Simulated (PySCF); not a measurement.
PSb3SSeSe nortricyclane, PSSb3Se2.
Bonds: P1–S2, P1–Se5, P1–Se7, S2–Sb3, Sb3–Sb4, Sb3–Sb6, Sb4–Se5, Sb4–Sb6, Sb6–Se7.

Computed by this run: PBE0-D3(BJ)/def2-SVP geometry optimisation, gas phase, def2 core potentials past Kr in PySCF; density fitting, grid level 1; the optimiser is geomeTRIC in internal coordinates, started from a GFN2-xTB structure with every atom displaced at random (about 0.03 Å).

Step 0: E = -170398.5448 eV
```
atom  x, y, z in Å  |  force x, y, z in eV/Å
P1      1.0111   -1.6328    0.2665   -0.858   1.018  -0.376
S2      1.0236   -0.2279    1.8391    0.140  -0.049  -0.014
Sb3    -0.3176    1.8028    1.3101    0.751  -0.089   0.502
Sb4    -2.1033    0.5072   -0.3224   -1.062  -0.666  -0.350
Se5    -1.2797   -1.9098   -0.0921    0.663   0.143   0.015
Sb6     0.1040    1.7345   -1.5104    0.634  -0.344  -0.182
Se7     1.6537   -0.3760   -1.5594   -0.268  -0.012   0.405
```

Problem. Estimate the geometry and energy of step 1. (The exact step hangs on the optimiser's Hessian estimate; all steps are aligned on step 0, rigid shifts and turns removed.)

Solution. E = -170398.7078 eV, largest force 0.533 eV/Å
```
atom  x, y, z in Å  |  force x, y, z in eV/Å
P1      0.9580   -1.5563    0.2536   -0.227   0.009  -0.103
S2      1.0527   -0.2155    1.8607    0.013  -0.116  -0.066
Sb3    -0.2599    1.7872    1.3405   -0.076  -0.065  -0.257
Sb4    -2.1642    0.4540   -0.3473   -0.110   0.327  -0.016
Se5    -1.2784   -1.9062   -0.1107    0.528  -0.012   0.074
Sb6     0.1421    1.6969   -1.5187   -0.164   0.044   0.199
Se7     1.6416   -0.3621   -1.5467    0.036  -0.189   0.169
```

The energy changes by -0.1630 eV. The first-order estimate −F·Δx gives -0.3481 eV and the mean of the old and new forces, exact on a quadratic surface, -0.1635 eV. The step makes an angle of 25° with the force vector and moves no atom by more than 0.094 Å.

What follows is the cost of the whole optimisation. Time: 6.6 min; peak memory 1.2 GiB. Hardware: Arm Neoverse V2, one thread, no GPU, on a shared host.
